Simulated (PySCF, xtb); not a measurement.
SbF₅, SMILES [F][Sb]([F])([F])([F])[F].

Harmonic wavenumbers (cm⁻¹) from GFN2-xTB (xtb) at its own minimum, in rising order: 21, 22, 148, 152, 158, 165, 185, 350, 425, 429, 438, 448.

**Question.** What does PBE-D3(BJ)/def2-SVP run with PySCF give at its own minimum? (The exact figures need the calculation; the answer reports its results.)

**Answer.** 72, 72, 229, 229, 245, 245, 252, 601, 612, 675, 675, 676. Paired by order, the mean absolute difference is 137 cm⁻¹ and the zero-point energies are 4.2 and 6.6 kcal/mol.
